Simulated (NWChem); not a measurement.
System: Al2, triplet; SMILES [Al][Al]

```xyz
2

Al     0.0000     0.0000    -1.2411
Al     0.0000     0.0000     1.2411
```
Atoms are numbered in this order, from 1.

Results from NWChem. Pople sets run with spherical d functions. Spin-unrestricted. Coordinates come from a PBE0/def2-SVP, spin-unrestricted optimisation. No stability test was run on the SCF state. Vzz is the largest principal value of the second derivative of the potential at the nucleus (NWChem prints the opposite sign); η is the asymmetry. Non-relativistic.

Question: Estimate the computed values for CAM-B3LYP/6-31G*. Quantities: Vzz Al2 (a.u.); η Al2.

Answer: 
```yaml
Vzz Al2 (a.u.): 0.352
"η Al2": 0.00
```
